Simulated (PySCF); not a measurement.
Species: C₃H₇BS₂.
Atom-mapped SMILES: `[CH3:1][B:2]1[S:3][CH2:4][CH2:5][S:6]1` (hydrogens: H7, H8, H9 on C1; H10, H11 on C4; H12, H13 on C5)

Jobs on this species (13 atoms, 62 electrons) with PySCF (density fitting). Hardware of each: one thread of an Arm Neoverse V1 (shared host). Other jobs ran on the host; a repeat could differ by tens of per cent or more. Peak memory is the resident size of the whole Python process, interpreter and libraries included.

```json
{"level and settings": "delta-SCF UKS SCAN, pcX-2 on the ionised atom, pcseg-1 elsewhere, non-relativistic", "work": "ΔSCF core ionisation, 5 holes", "basis functions": "169", "SCF cycles": "?", "wall time": "?", "peak memory": "?"}
{"level and settings": "delta-SCF UKS SCAN, pcX-1 on the ionised atom, pcseg-1 elsewhere, spin-free X2C", "work": "ΔSCF core ionisation, 5 holes", "basis functions": "149", "SCF cycles": "?", "wall time": "?", "peak memory": "?"}
{"level and settings": "delta-SCF UKS B3LYP, pcX-2 on the ionised atom, pcseg-1 elsewhere, spin-free X2C", "work": "ΔSCF core ionisation, 5 holes", "basis functions": "169", "SCF cycles": "73", "wall time": "51 s", "peak memory": "0.67 GiB"}
{"level and settings": "delta-SCF UKS PBE0, pcX-2 on the ionised atom, pcseg-1 elsewhere, spin-free X2C", "work": "ΔSCF core ionisation, 5 holes", "basis functions": "169", "SCF cycles": "72", "wall time": "50 s", "peak memory": "0.67 GiB"}
{"level and settings": "delta-SCF UKS SCAN, def2-TZVP on the ionised atom, pcseg-1 elsewhere, spin-free X2C", "work": "ΔSCF core ionisation, 5 holes", "basis functions": "146", "SCF cycles": "81", "wall time": "37 s", "peak memory": "0.56 GiB"}
{"level and settings": "PBE0-D3(BJ)/def2-SVP, grid level 1", "work": "geometry optimisation from a GFN2-xTB start shaken at random", "basis functions": "127", "SCF cycles": "47", "wall time": "50 s", "peak memory": "0.50 GiB"}
{"level and settings": "delta-SCF UKS HF, pcX-2 on the ionised atom, pcseg-1 elsewhere, spin-free X2C", "work": "ΔSCF core ionisation, 5 holes", "basis functions": "169", "SCF cycles": "76", "wall time": "34 s", "peak memory": "0.66 GiB"}
{"level and settings": "delta-SCF UKS PBE, pcX-2 on the ionised atom, pcseg-1 elsewhere, spin-free X2C", "work": "ΔSCF core ionisation, 5 holes", "basis functions": "169", "SCF cycles": "80", "wall time": "24 s", "peak memory": "0.58 GiB"}
{"level and settings": "delta-SCF UKS SCAN, pcX-2 on the ionised atom, pcseg-1 elsewhere, spin-free X2C", "work": "ΔSCF core ionisation, 5 holes", "basis functions": "169", "SCF cycles": "82", "wall time": "40 s", "peak memory": "0.58 GiB"}
```

Q: Fill in the missing figures.

A: 
- delta-SCF UKS SCAN, pcX-2 on the ionised atom, pcseg-1 elsewhere, non-relativistic; ΔSCF core ionisation, 5 holes: 40 s, 0.64 GiB, 82 SCF cycles
- delta-SCF UKS SCAN, pcX-1 on the ionised atom, pcseg-1 elsewhere, spin-free X2C; ΔSCF core ionisation, 5 holes: 33 s, 0.56 GiB, 81 SCF cycles

Q: What do all jobs in the table cost together?

A: About 6.0 min; the longest takes about 14 % of that, and about 2.1 times as long as the shortest.
